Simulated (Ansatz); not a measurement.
Reaction (cleavage of the Al–Si bond): `C[O][AlH][SiH2]S` + H₂Se → `C[O][AlH][SeH]` + `[SiH3]S`

Calculated with Ansatz (gas phase, PBE0-D4/def2-TZVP geometries, no zero-point term in ΔE). CBS: MP2 limit from def2 TZ/QZ plus the TZ coupled-cluster correction, frozen cores. DFT in def2-TZVPP. For Se outer-core shells are correlated without core-valence functions, which leaves a few kJ/mol of doubt a bond. Scalar relativity is left out up to krypton. Each species was taken in one conformer, which may not be the lowest.

```csv
level,ΔE (kcal/mol)
r2SCAN,-27.8
SCS-MP2/def2-TZVPP,-30.0
CCSD/def2-TZVPP,-28.3
CCSD/CBS(def2),-28.8
```

Q: What does CCSD(T)/CBS give? (An estimate is asked.)

A: Computed: -28.3 kcal/mol. The listed levels differ from it by 0.5, -1.7, 0.0, -0.5 kcal/mol.

Largest T1 diagnostic among the species: 0.013.

In def2-TZVPP, CCSD(T) changes the Hartree–Fock value by +4.2 kcal/mol (the triples alone add +0.5 kcal/mol) and MP2 by +1.8 kcal/mol. From PBE to PBE0 (25 % exact exchange), in def2-TZVPP and without D4, ΔE moves by −1.6 kcal/mol. The D4 term adds +0.7 kcal/mol with B3LYP and +0.5 kcal/mol with PBE0; it sums over pairs of atoms, weighted by their polarisabilities, and B3LYP, whose exchange is more repulsive, gets the larger term.

B3LYP here is the variant with VWN-RPA as its local correlation; programs differ in this.
